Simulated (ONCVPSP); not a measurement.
## Before and after: ONCV potential for Cu

```
Element                 : copper
Generator               : ONCVPSP 4.0.1
Type                    : optimised norm-conserving Vanderbilt (ONCV)
Functional              : LDA (Perdew-Wang 92)
Relativity              : scalar-relativistic
Frozen core             : [Ar]
Valence charge          : 11
Reference configuration : 3d10 4s1
Partial waves           : 4s: rc 1.85 bohr, ncon 4, nbas 8, qcut 3.7 1/bohr, 3 projectors, debl 3.2 Ha; p scattering state at 0.03 Ha: rc 1.70 bohr, ncon 3, nbas 7, qcut 5.6 1/bohr, 1 projector; 3d: rc 1.55 bohr, ncon 4, nbas 8, qcut 8.5 1/bohr, 1 projector
Local potential         : polynomial inside 1.20 bohr (lpopt 4, dvloc0 2 Ha)
Core correction         : none
```

Change: s: rc 2.66.

Cutoffs: the cutoffs (Ha) at which the residual kinetic energy of the hardest occupied pseudo-wave falls to 1 and 0.1 mHa per electron; they do not see the model core or the augmentation charge, which bear on the density cutoff. Errors are all-electron minus pseudo energies relative to the spin-unpolarised reference configuration.

Problem. How do hardness, ghosts and transferability respond?

Solution. The potential gets neither clearly harder nor softer (35 Ha and 91 Ha → 35 Ha and 91 Ha); the d channel sets the loose cutoff, while the largest relative change is in s, which becomes softer; of the 3 tests that both files solve, the error grows in 2 and shrinks in 1 by more than 15 % and 0.3 meV (median size 8.9 → 25.9 meV); neither file shows a bound ghost.

```csv
quantity,base,changed
"cutoff, loose",35 Ha,35 Ha
"cutoff, tight",91 Ha,91 Ha
loose cutoff by channel,"s 5.4 Ha, d 35 Ha","s 4.4 Ha, d 35 Ha"
bound ghosts,none,none
GHOST(+) flags under 300 eV,s at 203.1 eV,s at 182.8 eV
tests with a reliable result,3 of 4,3 of 4
"error for 3d10 4s0, meV [ΔE 8.43 eV]",+2.5,+4.1
"error for 3d9 4s0, meV [ΔE 30.12 eV]",-8.9,-43
"error for 3d9 4s1, meV [ΔE 11.90 eV]",-41,-26
p: phases at 1.73 bohr within 0.05 rad from the reference energy up to (Ha; the scan ends near 5),0.5,0.5
d: phases at 1.57 bohr within 0.05 rad from the reference energy up to (Ha; the scan ends near 5),0.8,0.8
```
